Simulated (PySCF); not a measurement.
## Successive ionisation energies of mercury

Calculated with PySCF 2.14, two-component X2C-1e (Gaussian nucleus, no Breit or QED terms), each ion in its own even-tempered basis; GMP2 freezes the deep shells of the larger ions and drops the highest virtual spinors; eV.

```json
{"ion": "Hg⁴⁶⁺", "configuration": "[Ar] 3d10 4s2 4p4", "GHF (spin-free)": "2504.1", "GHF (screened spin-orbit)": "2471.6", "GMP2 (screened spin-orbit)": "2472.5", "NIST": "2478 ± 4", "kind": "theoretical"}
{"ion": "Hg⁴⁷⁺", "configuration": "[Ar] 3d10 4s2 4p3", "GHF (spin-free)": "2582.1", "GHF (screened spin-orbit)": "2532.1", "GMP2 (screened spin-orbit)": "2533.1", "NIST": "2539 ± 4", "kind": "theoretical"}
{"ion": "Hg⁴⁸⁺", "configuration": "[Ar] 3d10 4s2 4p2", "GHF (spin-free)": "2641.5", "GHF (screened spin-orbit)": "2738.3", "GMP2 (screened spin-orbit)": "2739.9", "NIST": "2745 ± 4", "kind": "theoretical"}
{"ion": "Hg⁴⁹⁺", "configuration": "[Ar] 3d10 4s2 4p1", "GHF (spin-free)": "2702.0", "GHF (screened spin-orbit)": "2807.6", "GMP2 (screened spin-orbit)": "2808.3", "NIST": "2815 ± 4", "kind": "theoretical"}
{"ion": "Hg⁵⁰⁺", "configuration": "[Ar] 3d10 4s2", "GHF (spin-free)": "2963.3", "GHF (screened spin-orbit)": "2962.8", "GMP2 (screened spin-orbit)": "2965.7", "NIST": "2981 ± 4", "kind": "theoretical"}
{"ion": "Hg⁵¹⁺", "configuration": "[Ar] 3d10 4s1", "GHF (spin-free)": "3032.5", "GHF (screened spin-orbit)": "3032.0", "GMP2 (screened spin-orbit)": "3033.3", "NIST": "3049.9 ± 1.5", "kind": "semi-empirical"}
{"ion": "Hg⁵²⁺", "configuration": "[Ar] 3d10", "GHF (spin-free)": "5097.4", "GHF (screened spin-orbit)": "5057.3", "GMP2 (screened spin-orbit)": "5058.6", "NIST": "5055 ± 4", "kind": "theoretical"}
{"ion": "Hg⁵³⁺", "configuration": "[Ar] 3d9", "GHF (spin-free)": "5230.9", "GHF (screened spin-orbit)": "5193.1", "GMP2 (screened spin-orbit)": "5194.5", "NIST": "5191 ± 5", "kind": "theoretical"}
{"ion": "Hg⁵⁴⁺", "configuration": "[Ar] 3d8", "GHF (spin-free)": "5375.2", "GHF (screened spin-orbit)": "5337.4", "GMP2 (screened spin-orbit)": "5338.6", "NIST": "5335 ± 5", "kind": "theoretical"}
{"ion": "Hg⁵⁵⁺", "configuration": "[Ar] 3d7", "GHF (spin-free)": "5521.1", "GHF (screened spin-orbit)": "5491.7", "GMP2 (screened spin-orbit)": "5491.9", "NIST": "5490 ± 5", "kind": "theoretical"}
{"ion": "Hg⁵⁶⁺", "configuration": "[Ar] 3d6", "GHF (spin-free)": "5658.5", "GHF (screened spin-orbit)": "5638.5", "GMP2 (screened spin-orbit)": "5638.2", "NIST": "5636 ± 5", "kind": "theoretical"}
{"ion": "Hg⁵⁷⁺", "configuration": "[Ar] 3d5", "GHF (spin-free)": "5851.6", "GHF (screened spin-orbit)": "5782.6", "GMP2 (screened spin-orbit)": "5782.4", "NIST": "5780 ± 6", "kind": "theoretical"}
```

(1) Where is the largest relative jump?

Results:

(1) From Hg⁵¹⁺ to Hg⁵²⁺: 3033.3 to 5058.6 eV, where the electron removed from [Ar] 3d10 comes from a deeper shell or subshell.
